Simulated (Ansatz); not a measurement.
Stepwise reaction of `[SH][GaH2]` with water, as a gas-phase model of exchange steps in deposition or etching. ΔE in kJ/mol.

Gas-phase electronic energies from Ansatz, PBE0-D4/def2-TZVP geometries. CBS: MP2 limit from def2 TZ/QZ plus the TZ coupled-cluster correction, frozen cores. This one scheme is used for every species. Functionals use def2-TZVPP. B3LYP here is the variant with VWN-RPA as its local correlation; programs differ in this. For Ga outer-core shells are correlated without core-valence functions, which leaves a few kJ/mol of doubt a bond. Scalar relativity is left out up to krypton. Each species was taken in one conformer, which may not be the lowest.

| step | reaction | PBE-D4 | B3LYP-D4 | ωB97M-V | CCSD(T)/CBS |
| --- | --- | --- | --- | --- | --- |
| 1 | `[SH][GaH2]` + H₂O → `[OH][GaH][SH]` + H₂ | -40.9 | -42.0 | -39.6 | -41.8 |
| 2 | `[OH][GaH][SH]` + H₂O → `[OH][Ga]([OH])[SH]` + H₂ | -31.0 | -33.4 | -31.0 | -33.7 |

**Question.** By hand: ΔE of the 2 steps together at CCSD(T)/CBS.

**Answer.** (-41.8) + (-33.7) = -75.5 kJ/mol, or -37.8 kJ/mol a step.

In ΔE each step is higher than the one before. All are downhill at CCSD(T)/CBS. PBE-D4 differs from CCSD(T)/CBS by 0.9 to 2.7 kJ/mol a step. Isolated molecules leave out the surface, adducts and barriers. Largest T1 diagnostic: 0.014.
